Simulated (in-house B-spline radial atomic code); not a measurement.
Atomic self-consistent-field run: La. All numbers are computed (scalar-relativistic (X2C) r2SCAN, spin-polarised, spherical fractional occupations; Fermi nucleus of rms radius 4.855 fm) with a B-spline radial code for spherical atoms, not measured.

Command:
```bash
python run_scf.py task.json out
```
Settings (nuclear radius in fm, mass in u):
```
Z                57
configuration    [Xe] 5d1 6s2
hamiltonian      x2c
method           r2scan
spin_polarised   True
nucleus          fermi
rms_radius       4.855
atomic_mass      138.90636
speed_of_light   137.035999084
```

Output (hartree, bohr):
```
 radial grid: 77 intervals, B-splines of order 8, outer radius 50 bohr

 iter        energy (Eh)    residual
    1       -8492.484226    1.27e-01
    2       -8492.493955    2.90e-03
    3       -8492.494289    1.35e-03
    4       -8492.494307    8.70e-04
    5       -8492.494317    2.45e-04
    6       -8492.494319    7.31e-05
    7       -8492.494319    2.57e-05
    8       -8492.494319    6.09e-06
    9       -8492.494319    2.59e-06
   10       -8492.494319    2.96e-07

 total energy                     -8492.49432
 kinetic                            9090.2599
 electron-nucleus                 -20664.6906
 Hartree                            3287.6956
 exchange-correlation               -205.7593

 orbital      occ     eigenvalue          <r>       <r^2>       <1/r>       r_max
 1s up      1.000     -1423.2181    0.0244235 0.000820105     65.6089      0.0153
 1s down    1.000     -1423.2183    0.0244235 0.000820105     65.6089      0.0153
 2s up      1.000      -227.2674     0.106836   0.0135333     15.0297      0.0908
 2s down    1.000      -227.2658     0.106836   0.0135333     15.0297      0.0908
 2p up      3.000      -203.7964    0.0939133   0.0107833     13.6387     0.07277
 2p down    3.000      -203.7953     0.093913   0.0107832     13.6388     0.07277
 3s up      1.000       -48.8944     0.284339   0.0925485     5.35701      0.2602
 3s down    1.000       -48.8941     0.284337   0.0925469     5.35701      0.2602
 3p up      3.000       -41.3302     0.282458   0.0926083     4.94427      0.2546
 3p down    3.000       -41.3298     0.282456   0.0926064     4.94427      0.2546
 3d up      5.000       -30.3657     0.259979   0.0797411     4.64767      0.2104
 3d down    5.000       -30.3647     0.259979   0.0797405     4.64765      0.2104
 4s up      1.000        -9.9884     0.654725    0.483442     2.18478      0.6089
 4s down    1.000        -9.9864       0.6548     0.48356     2.18449       0.609
 4p up      3.000        -7.5081        0.693    0.545793     1.98938      0.6355
 4p down    3.000        -7.5064     0.693089    0.545934     1.98907      0.6355
 4d up      5.000        -3.8839     0.768248    0.684649      1.7231      0.6721
 4d down    5.000        -3.8821     0.768244    0.684569     1.72298      0.6722
 5s up      1.000        -1.4770      1.57036     2.76937    0.847059       1.416
 5s down    1.000        -1.4657       1.5627     2.74088     0.85173       1.413
 5p up      3.000        -0.8606      1.81255      3.7223    0.721029        1.59
 5p down    3.000        -0.8424      1.79836     3.66333    0.727551       1.583
 5d up      1.000        -0.1226      2.96649     10.5753    0.445574       2.203
 6s up      1.000        -0.1438      4.39073     21.6994    0.286394       3.836
 6s down    1.000        -0.1297      4.63272     24.2172    0.269071       3.967
```

Time taken, with all properties: 0.61 s on 1 thread of Arm Neoverse V1, with other jobs on the host.

One-electron X2C: radii and densities carry no picture-change correction, so inner-shell <1/r> comes out high (for 1s by about 2 % at Z = 33, 5 % at 54, 10 % at 75, 30 % at 118) and <r> low.
